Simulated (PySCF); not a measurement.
boroxine (H₃B₃O₃), singlet, geometry from GFN2-xTB; B3LYP/def2-SV(P) (PySCF).

Here is a job for PySCF.
```python
from pyscf import gto, scf, dft

mol = gto.Mole()
mol.atom = '''
    B    -0.62642433    1.18300324    0.24601012
    O    -1.33948341    0.02486049    0.22970691
    B    -0.71480732   -1.15811031   -0.01600341
    O     0.62560781   -1.18146124   -0.24568946
    B     1.34123166   -0.02489294   -0.23000671
    O     0.71387560    1.15660075    0.01598255
    H    -1.16486750    2.19985392    0.45746817
    H    -1.32922010   -2.15356426   -0.02975915
    H     2.49408760   -0.04628966   -0.42770903
'''
mol.basis = 'def2-sv(p)'
mol.verbose = 4
mol.build()

mf = dft.RKS(mol)
mf.xc = 'b3lyp'
mf.diis = False
mf.max_cycle = 100
mf.kernel()
```

It wrote (shortened):

```
PySCF version 2.14.0

[INPUT] verbose = 4
[INPUT] num. atoms = 9
[INPUT] num. electrons = 42
[INPUT] charge = 0
[INPUT] spin (= nelec alpha-beta = 2S) = 0
[INPUT] symmetry False subgroup None
[INPUT] Mole.unit = angstrom
[INPUT] Symbol           X                Y                Z      unit          X                Y                Z       unit  Magmom
[...]
nuclear repulsion = 203.339198290048
number of shells = 42
number of NR pGTOs = 156
number of NR cGTOs = 90
basis = def2-sv(p)
ecp = {}

******** <class 'pyscf.dft.rks.RKS'> ********
method = RKS
initial guess = minao
damping factor = 0
level_shift factor = 0
DIIS disabled
SCF conv_tol = 1e-09
SCF conv_tol_grad = None
SCF max_cycles = 100
direct_scf = True
direct_scf_tol = 1e-13
XC library pyscf.dft.libxc version 7.1.2
    S. Lehtola, C. Steigemann, M. J. T. Oliveira, and M. A. L. Marques,  SoftwareX 7, 1–5 (2018)
XC functionals = b3lyp
    P. J. Stephens, F. J. Devlin, C. F. Chabalowski, and M. J. Frisch,  J. Phys. Chem. 98, 11623 (1994)
radial grids:
    Treutler-Ahlrichs [JCP 102, 346 (1995); DOI:10.1063/1.469408] (M4) radial grids

becke partition: Becke, JCP 88, 2547 (1988); DOI:10.1063/1.454033
pruning grids: <function nwchem_prune>
grids dens level: 3
symmetrized grids: False
atomic radii adjust function: <function treutler_atomic_radii_adjust>
small_rho_cutoff = 0
Set gradient conv threshold to 3.16228e-05
Initial guess from minao.
tot grids = 113808
init E= -302.961858648093
[...]
cycle= 1 E= -301.902855275631  delta_E= 1.06  |g|= 1.01  |ddm|= 3.43
[...]
cycle= 2 E= -301.625252965046  delta_E= 0.278  |g|= 1.58  |ddm|= 1.96
[...]
cycle= 3 E= -301.182751453279  delta_E= 0.443  |g|= 2.25  |ddm|= 2.64
[...]
cycle= 4 E= -299.438337340793  delta_E= 1.74  |g|= 3.55  |ddm|= 5.28
[...]
cycle= 5 E= -298.092372235291  delta_E= 1.35  |g|= 4.54  |ddm|= 6.34
[...]
cycle= 6 E= -290.590321037021  delta_E=  7.5  |g|= 6.17  |ddm|= 28.3

WARN: HOMO -0.490747589688759 == LUMO -0.490744685903173

cycle= 7 E= -285.516947764691  delta_E= 5.07  |g|= 6.86  |ddm|= 28.9
[...]
cycle= 8 E= -258.159718850223  delta_E= 27.4  |g|= 8.45  |ddm|=   60
[...]
cycle= 9 E= -276.649039274393  delta_E= -18.5  |g|= 7.59  |ddm|= 60.4
[...]
cycle= 10 E= -249.116107125115  delta_E= 27.5  |g|= 7.49  |ddm|= 99.5
[...]
cycle= 11 E= -275.896802202735  delta_E= -26.8  |g|= 7.63  |ddm|= 99.5
[...]
cycle= 12 E= -248.675070611933  delta_E= 27.2  |g|= 7.46  |ddm|=  103
[...]
cycle= 13 E= -275.872912409374  delta_E= -27.2  |g|= 7.64  |ddm|=  103
[...]
cycle= 14 E= -248.64836611163  delta_E= 27.2  |g|= 7.45  |ddm|=  103
[...]
cycle= 15 E= -275.872071089573  delta_E= -27.2  |g|= 7.64  |ddm|=  103
[...]
cycle= 16 E= -248.646605501571  delta_E= 27.2  |g|= 7.45  |ddm|=  103
[...]
cycle= 17 E= -275.872030335612  delta_E= -27.2  |g|= 7.64  |ddm|=  103
[...]
cycle= 18 E= -248.646516051194  delta_E= 27.2  |g|= 7.45  |ddm|=  103
[...]
cycle= 19 E= -275.872026098862  delta_E= -27.2  |g|= 7.64  |ddm|=  103
[...]
cycle= 20 E= -248.646518927893  delta_E= 27.2  |g|= 7.45  |ddm|=  103
[...]
cycle= 21 E= -275.872025315331  delta_E= -27.2  |g|= 7.64  |ddm|=  103
[...]
cycle= 22 E= -248.646521454655  delta_E= 27.2  |g|= 7.45  |ddm|=  103
[...]
cycle= 23 E= -275.872025135449  delta_E= -27.2  |g|= 7.64  |ddm|=  103
[...]
cycle= 24 E= -248.646522216747  delta_E= 27.2  |g|= 7.45  |ddm|=  103
[...]
cycle= 25 E= -275.872025091421  delta_E= -27.2  |g|= 7.64  |ddm|=  103
[...]
cycle= 26 E= -248.646522417166  delta_E= 27.2  |g|= 7.45  |ddm|=  103
[...]
cycle= 27 E= -275.872025080459  delta_E= -27.2  |g|= 7.64  |ddm|=  103
[...]
cycle= 28 E= -248.646522468163  delta_E= 27.2  |g|= 7.45  |ddm|=  103
[...]
cycle= 29 E= -275.872025077716  delta_E= -27.2  |g|= 7.64  |ddm|=  103
[...]
cycle= 30 E= -248.646522481031  delta_E= 27.2  |g|= 7.45  |ddm|=  103
[...]
cycle= 31 E= -275.872025077031  delta_E= -27.2  |g|= 7.64  |ddm|=  103
[...]
cycle= 32 E= -248.64652248427  delta_E= 27.2  |g|= 7.45  |ddm|=  103
[...]
cycle= 33 E= -275.872025076858  delta_E= -27.2  |g|= 7.64  |ddm|=  103
[...]
cycle= 34 E= -248.646522485092  delta_E= 27.2  |g|= 7.45  |ddm|=  103
[...]
cycle= 35 E= -275.872025076817  delta_E= -27.2  |g|= 7.64  |ddm|=  103
[...]
cycle= 36 E= -248.646522485292  delta_E= 27.2  |g|= 7.45  |ddm|=  103
[...]
cycle= 37 E= -275.872025076806  delta_E= -27.2  |g|= 7.64  |ddm|=  103
[...]
cycle= 38 E= -248.646522485346  delta_E= 27.2  |g|= 7.45  |ddm|=  103
[...]
cycle= 39 E= -275.872025076803  delta_E= -27.2  |g|= 7.64  |ddm|=  103
[...]
cycle= 40 E= -248.646522485356  delta_E= 27.2  |g|= 7.45  |ddm|=  103
[...]
cycle= 41 E= -275.872025076799  delta_E= -27.2  |g|= 7.64  |ddm|=  103
[...]
cycle= 42 E= -248.646522485365  delta_E= 27.2  |g|= 7.45  |ddm|=  103
[...]
cycle= 43 E= -275.8720250768  delta_E= -27.2  |g|= 7.64  |ddm|=  103
[...]
cycle= 44 E= -248.64652248536  delta_E= 27.2  |g|= 7.45  |ddm|=  103
[...]
cycle= 45 E= -275.872025076801  delta_E= -27.2  |g|= 7.64  |ddm|=  103
[...]
cycle= 46 E= -248.646522485365  delta_E= 27.2  |g|= 7.45  |ddm|=  103
[...]
cycle= 47 E= -275.8720250768  delta_E= -27.2  |g|= 7.64  |ddm|=  103
[...]
cycle= 48 E= -248.646522485363  delta_E= 27.2  |g|= 7.45  |ddm|=  103
[...]
cycle= 49 E= -275.872025076802  delta_E= -27.2  |g|= 7.64  |ddm|=  103
[...]
cycle= 50 E= -248.646522485367  delta_E= 27.2  |g|= 7.45  |ddm|=  103
[...]
cycle= 51 E= -275.872025076799  delta_E= -27.2  |g|= 7.64  |ddm|=  103
[...]
cycle= 52 E= -248.646522485361  delta_E= 27.2  |g|= 7.45  |ddm|=  103
[...]
cycle= 53 E= -275.872025076801  delta_E= -27.2  |g|= 7.64  |ddm|=  103
[...]
cycle= 54 E= -248.646522485368  delta_E= 27.2  |g|= 7.45  |ddm|=  103
[...]
cycle= 55 E= -275.872025076801  delta_E= -27.2  |g|= 7.64  |ddm|=  103
[...]
cycle= 56 E= -248.646522485366  delta_E= 27.2  |g|= 7.45  |ddm|=  103
[...]
cycle= 57 E= -275.872025076801  delta_E= -27.2  |g|= 7.64  |ddm|=  103
[...]
cycle= 58 E= -248.64652248536  delta_E= 27.2  |g|= 7.45  |ddm|=  103
[...]
cycle= 59 E= -275.8720250768  delta_E= -27.2  |g|= 7.64  |ddm|=  103
[...]
cycle= 60 E= -248.646522485368  delta_E= 27.2  |g|= 7.45  |ddm|=  103
[...]
cycle= 61 E= -275.872025076802  delta_E= -27.2  |g|= 7.64  |ddm|=  103
[...]
cycle= 62 E= -248.646522485364  delta_E= 27.2  |g|= 7.45  |ddm|=  103
[...]
cycle= 63 E= -275.8720250768  delta_E= -27.2  |g|= 7.64  |ddm|=  103
[...]
cycle= 64 E= -248.646522485365  delta_E= 27.2  |g|= 7.45  |ddm|=  103
[...]
cycle= 65 E= -275.8720250768  delta_E= -27.2  |g|= 7.64  |ddm|=  103
[...]
cycle= 66 E= -248.646522485363  delta_E= 27.2  |g|= 7.45  |ddm|=  103
[...]
cycle= 67 E= -275.8720250768  delta_E= -27.2  |g|= 7.64  |ddm|=  103
[...]
cycle= 68 E= -248.646522485365  delta_E= 27.2  |g|= 7.45  |ddm|=  103
[...]
cycle= 69 E= -275.8720250768  delta_E= -27.2  |g|= 7.64  |ddm|=  103
[...]
cycle= 70 E= -248.646522485367  delta_E= 27.2  |g|= 7.45  |ddm|=  103
[...]
cycle= 71 E= -275.872025076801  delta_E= -27.2  |g|= 7.64  |ddm|=  103
[...]
cycle= 72 E= -248.646522485363  delta_E= 27.2  |g|= 7.45  |ddm|=  103
[...]
cycle= 73 E= -275.872025076799  delta_E= -27.2  |g|= 7.64  |ddm|=  103
[...]
cycle= 74 E= -248.646522485363  delta_E= 27.2  |g|= 7.45  |ddm|=  103
[...]
cycle= 75 E= -275.8720250768  delta_E= -27.2  |g|= 7.64  |ddm|=  103
[...]
cycle= 76 E= -248.646522485365  delta_E= 27.2  |g|= 7.45  |ddm|=  103
[...]
cycle= 77 E= -275.8720250768  delta_E= -27.2  |g|= 7.64  |ddm|=  103
[...]
cycle= 78 E= -248.646522485365  delta_E= 27.2  |g|= 7.45  |ddm|=  103
[...]
cycle= 79 E= -275.8720250768  delta_E= -27.2  |g|= 7.64  |ddm|=  103
[...]
cycle= 80 E= -248.646522485358  delta_E= 27.2  |g|= 7.45  |ddm|=  103
[...]
cycle= 81 E= -275.872025076799  delta_E= -27.2  |g|= 7.64  |ddm|=  103
[...]
cycle= 82 E= -248.646522485371  delta_E= 27.2  |g|= 7.45  |ddm|=  103
[...]
cycle= 83 E= -275.872025076801  delta_E= -27.2  |g|= 7.64  |ddm|=  103
[...]
cycle= 84 E= -248.646522485374  delta_E= 27.2  |g|= 7.45  |ddm|=  103
[...]
cycle= 85 E= -275.8720250768  delta_E= -27.2  |g|= 7.64  |ddm|=  103
[...]
cycle= 86 E= -248.64652248536  delta_E= 27.2  |g|= 7.45  |ddm|=  103
[...]
cycle= 87 E= -275.872025076799  delta_E= -27.2  |g|= 7.64  |ddm|=  103
[...]
cycle= 88 E= -248.646522485364  delta_E= 27.2  |g|= 7.45  |ddm|=  103
[...]
cycle= 89 E= -275.8720250768  delta_E= -27.2  |g|= 7.64  |ddm|=  103
[...]
cycle= 90 E= -248.64652248537  delta_E= 27.2  |g|= 7.45  |ddm|=  103
[...]
cycle= 91 E= -275.872025076802  delta_E= -27.2  |g|= 7.64  |ddm|=  103
[...]
cycle= 92 E= -248.646522485363  delta_E= 27.2  |g|= 7.45  |ddm|=  103
[...]
cycle= 93 E= -275.8720250768  delta_E= -27.2  |g|= 7.64  |ddm|=  103
[...]
cycle= 94 E= -248.646522485369  delta_E= 27.2  |g|= 7.45  |ddm|=  103
[...]
cycle= 95 E= -275.872025076801  delta_E= -27.2  |g|= 7.64  |ddm|=  103
[...]
cycle= 96 E= -248.646522485369  delta_E= 27.2  |g|= 7.45  |ddm|=  103
[...]
cycle= 97 E= -275.8720250768  delta_E= -27.2  |g|= 7.64  |ddm|=  103
[...]
cycle= 98 E= -248.646522485369  delta_E= 27.2  |g|= 7.45  |ddm|=  103
[...]
cycle= 99 E= -275.872025076802  delta_E= -27.2  |g|= 7.64  |ddm|=  103
[...]
cycle= 100 E= -248.646522485374  delta_E= 27.2  |g|= 7.45  |ddm|=  103
SCF not converged.
SCF energy = -248.646522485374
```

Convergence was not reached.
